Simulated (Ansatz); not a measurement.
All numbers were calculated with Ansatz.

A structure relaxed at PBE0-D4/def2-TZVP, charge 0, multiplicity 1:

Cartesian coordinates in Å:
```
F 1.614 1.284 1.669
C 0.757 0.677 0.872
C -0.564 0.709 0.989
F -1.276 1.334 1.905
C -1.211 -0.031 -0.125
F -1.810 0.824 -1.005
F -2.167 -0.881 0.288
C -0.039 -0.758 -0.826
F -0.046 -2.081 -0.469
C 1.237 -0.092 -0.305
H -0.158 -0.693 -1.909
H 1.968 -0.857 -0.034
H 1.695 0.565 -1.050
```

Give its formula and SMILES.

C5H3F5, `FC1=C(F)C(F)(F)C(F)C1`.

Point group (tolerance 0.08 Å, 0.16 Å for H)?

C1.

Summarise the bond lengths by kind.

5 × C–F 1.318 to 1.370 Å; 5 × C–C 1.327 to 1.547 Å; 3 × C–H 1.091 to 1.094 Å.
